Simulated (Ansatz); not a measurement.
One change: `CC1=CC(C)=[O+][Al-]([OH])([F])[O]1` becomes `CC1=CC(C)=[O+][B-](O)(F)O1`.

Ansatz, PBE0-D4/def2-TZVP geometries, multiplicity 1. Each molecule was computed in one conformer, which needn't be the lowest.

| property | `CC1=CC(C)=[O+][Al-]([OH])([F])[O]1` |
| --- | --- |
| HOMO–LUMO gap (PBE/def2-TZVPP) / eV | 3.51 |
| size of the dipole moment (B3LYP/def2-TZVPP) / D | 7.07 |
| HOMO–LUMO gap (PBE0/def2-TZVPP) / eV | 5.52 |
| HOMO energy (B3LYP/def2-TZVPP) / eV | -7.52 |
| HOMO–LUMO gap (B3LYP/def2-TZVPP) / eV | 5.11 |
| size of the dipole moment (ωB97M-V/def2-TZVPP) / D | 7.07 |

(1) What does the change do to each property? (Best estimate.)

## Answers

(1) Computed: 
```tsv
property	`CC1=CC(C)=[O+][B-](O)(F)O1`	shift
HOMO–LUMO gap (PBE/def2-TZVPP) / eV	3.57	0.06
size of the dipole moment (B3LYP/def2-TZVPP) / D	6.70	-0.37
HOMO–LUMO gap (PBE0/def2-TZVPP) / eV	5.59	0.07
HOMO energy (B3LYP/def2-TZVPP) / eV	-7.50	0.02
HOMO–LUMO gap (B3LYP/def2-TZVPP) / eV	5.18	0.07
size of the dipole moment (ωB97M-V/def2-TZVPP) / D	6.70	-0.37
```

Dipoles are sizes alone; their direction can turn.

B3LYP here is the variant with VWN-RPA as its local correlation; programs differ in this.
